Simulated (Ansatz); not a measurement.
`CCB(N)F` + HCl → `CCB(F)Cl` + NH₃ at 500 K and 1 bar (ligand exchange at a B–N bond).

Isolated molecules relaxed with PBE0-D4/def2-TZVP in Ansatz; ΔE leaves out vibrations. CCSD(T)/CBS is the MP2 limit (def2-TZVPP, def2-QZVPP) plus CCSD(T) − MP2 in def2-TZVPP, frozen cores. This one scheme is used for every species. One conformer a species, not always the lowest.

```tsv
species	CCSD(T)/CBS energy (Eh)	H − E (kJ/mol)	S (J/(mol·K))
`CCB(N)F`	-259.73302	306.8	392.7
HCl	-460.38127	32.5	201.9
`CCB(F)Cl`	-663.59538	234.0	392.0
NH₃	-56.50880	108.2	211.8
```

H − E and S are ideal-gas, rigid-rotor, harmonic terms from PBE0-D4/def2-TZVP, for one conformer and one mirror image of each species. 1 Eh = 2625.50 kJ/mol, R = 8.31446 J/(mol·K).

By hand: ΔE, ΔH, ΔS and ΔG.

ΔE = (-663.59538) + (-56.50880) − (-259.73302) − (-460.38127) = 0.01011 Eh = 26.5 kJ/mol. Δ(H − E) = 234.0 + 108.2 − 306.8 − 32.5 = 2.9, so ΔH = 29.4 kJ/mol. ΔS = 392.0 + 211.8 − 392.7 − 201.9 = 9.2 J/(mol·K). ΔG = 29.4 − 500 × (9.2)/1000 = 24.8 kJ/mol.

By hand: the equilibrium constant, and the temperature at which ΔG would vanish if ΔH and ΔS stayed fixed.

log₁₀ K = −ΔG/(RT ln 10) = -2.6. ΔG = 0 at ΔH/ΔS = 3196 K, far beyond where these terms or the molecules hold.

The number of gas molecules stays the same, so ΔS is small and ΔH decides. A doubt of 5 kJ/mol in ΔE shifts log₁₀ K by 0.5 here. Other conformers and mirror images would add mixing entropy, several J/(mol·K) or more a flexible species. Modes under 60 cm⁻¹, often nearly free rotors, make the harmonic entropy too high. These are equilibria of isolated gas molecules and say nothing of rates. Largest T1 diagnostic: 0.011 (customary marks: 0.02 for closed shells, 0.045 for open ones).
